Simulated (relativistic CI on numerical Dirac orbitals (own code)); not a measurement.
How well does a small relativistic CI reproduce Bi III?

Computed by Dirac-Coulomb-Breit CI, orbitals from a KLI potential per configuration, a model potential for QED, valence Slater integrals scaled by 0.85, P86 correlation energy added to each configuration (own radial code, finite nucleus).

Configuration list (outside the closed core [Xe] 4f14 5d10): 6s²6p, 6s6p², 6s²6d, 6s²7s, 6p³, 6s²6f, 6s6p6d, 6s²7p, 6s²8s, 6s²5f, 6s²7d, 6s²8p, 6s6p6f, 6s²8d, 6s²5g, 6s²7f. Levels of other configurations are missing.

| Configuration | Term (tabulated) | J | Measured (cm⁻¹) | Computed | Error | Purity (%) |
| --- | --- | --- | --- | --- | --- | --- |
| 6s²6p | 2P° | 1/2 | 0.0 | 0 | 0 | 99 |
| 6s²6p | 2P° | 3/2 | 20788.0 | 20376 | -412 | 98 |
| 6s6p² | 4P | 1/2 | 70254.0 | 67026 | -3228 | 89 |
| 6s6p² | 4P | 3/2 | 83038.0 | 78672 | -4366 | 97 |
| 6s6p² | 4P | 5/2 | 89236.0 | 86240 | -2996 | 71 |
| 6s²7s | 2S | 1/2 | 95075.0 | 99509 | 4434 | 99 |
| 6s²6d | 2D † | 3/2 | 96154.0 | 113793 | 17639 | 64 |
| 6s6p² | 2P | 1/2 | 108052.0 | 112157 | 4105 | 61 |
| 6s²7p | 2P° | 1/2 | 116993.0 | 120632 | 3639 | 100 |
| 6s²7p | 2P° | 3/2 | 122128.0 | 125595 | 3467 | 100 |
| 6s6p² | 2P | 3/2 | 130966.0 | 136260 | 5294 | 87 |
| 6s²5f | 2F° | 7/2 | 137455.0 | 140960 | 3505 | 97 |
| 6s²5f | 2F° | 5/2 | 137555.0 | 141166 | 3611 | 97 |
| 6s²8s | 2S | 1/2 | 145227.0 | 149147 | 3920 | 99 |
| 6s²7d | 2D | 3/2 | 149086.0 | 152922 | 3836 | 98 |
| 6s²7d | 2D | 5/2 | 149796.0 | 153565 | 3769 | 98 |
| 6s²8p | 2P° | 1/2 | 154198.0 | 157937 | 3739 | 100 |
| 6s²8p | 2P° | 3/2 | 156421.0 | 160103 | 3682 | 99 |
| 6s²6f | 2F° | 7/2 | 162186.0 | 165781 | 3595 | 95 |
| 6s²6f | 2F° | 5/2 | 162242.0 | 165769 | 3527 | 86 |
| 6s²8d | 2D | 3/2 | 169292.0 | 172996 | 3704 | 100 |
| 6s²8d | 2D | 5/2 | 169657.0 | 173333 | 3676 | 100 |

Measured levels from Moore, Atomic Energy Levels, vol. III, NSRDS-NBS 35 (1971 reprint of NBS Circular 467, 1958); pairs were made by configuration, J and term (by order where the table uses no LS term), so strongly mixed levels may be paired wrongly. The analysis dates from before 1960.

Mean error by configuration (cm⁻¹): 6s²6p -412; 6s6p² -238; 6s²7s 4434; 6s²7p 3553; 6s²5f 3558; 6s²8s 3920; 6s²7d 3802; 6s²8p 3710; 6s²6f 3561; 6s²8d 3690. Over the excited levels the mean absolute error is 3625 cm⁻¹ (21 of the 25 excited levels that our extract of the source holds in range could be paired, and the others can miss by more), and the median relative error of those above 1,000 cm⁻¹ is 2.6 %. † marks terms whose computed intervals miss the measured ones by more than a factor of 2.5, or configurations far off the rest, from wrong mixing, a near crossing or a doubtful label or measurement; they are left out of the means.
